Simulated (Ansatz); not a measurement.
Predict a relaxed structure of the cluster SiPt2 (the lowest singlet isomer of a short search), charge 0, singlet, at PBE0-D4/def2-TZVP (Ansatz).


```csv
atom,x (Å),y (Å),z (Å)
Pt1,-1.131,1.302,1.147
Pt2,1.131,-1.302,-1.147
Si3,0.000,0.000,0.000
```
Point group D∞h (tolerance 0.1 Å). This is one stationary point.

In the def2 sets Pt takes a core potential; there is no spin–orbit coupling. The structure comes from a short search, and lower isomers may exist.
